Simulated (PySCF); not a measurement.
## A ladder for the ionisation energy of Si⁺

Si⁺ [Ne] 3s2 3p1 (2P) → Si²⁺ [Ne] 3s2 (1S). Scalar values calculated with PySCF 2.14 in aug-cc-pCVTZ-DK with one added diffuse shell each of s, p, d, f type (spin-free X2C; valence: [Ne] frozen; valence and next inner shell: 1s2 frozen; all electrons: nothing frozen). The spin-orbit shift comes from two-component X2C-1e calculations (generalised Hartree-Fock, GHF, and MP2 on its spinors, GMP2) in x2c-QZVPPall-2c: GMP2 gives 16.121 eV without and 16.143 eV with screened spin-orbit coupling, a shift of 0.023 eV (GHF: 0.023 eV). Sums use unrounded values; where a UHF row is shifted, it takes the GHF shift.

```tsv
method	scalar (eV)	plus spin-orbit shift (eV)	error (eV)
UHF	15.818	15.841	-0.505
MP2 (valence)	16.086	16.109	-0.237
SCS-MP2 (valence)	16.074	16.097	-0.249
CCSD (valence)	16.202	16.224	-0.121
CCSD(T) (valence)	16.232	16.254	-0.091
MP2 (valence and next inner shell)	16.090	16.113	-0.233
SCS-MP2 (valence and next inner shell)	16.079	16.102	-0.244
CCSD (valence and next inner shell)	16.211	16.234	-0.112
CCSD(T) (valence and next inner shell)	16.236	16.258	-0.087
MP2 (all electrons)	16.093	16.116	-0.230
SCS-MP2 (all electrons)	16.081	16.103	-0.243
CCSD (all electrons)	16.214	16.237	-0.109
CCSD(T) (all electrons)	16.238	16.261	-0.085
LDA	16.343	16.366	0.020
PBE	16.389	16.411	0.066
PBE0	16.413	16.436	0.090
r2SCAN	16.507	16.530	0.184
BP86	16.468	16.491	0.145
MN15	16.156	16.179	-0.167
wB97X	16.277	16.300	-0.046
TPSSh	16.508	16.531	0.185
```

Reference: 16.346 eV (measured; NIST Atomic Spectra Database, ionization energies).

The errors of the correlated levels include the incompleteness of the basis and the frozen core, so a lower level can come closer by cancellation.
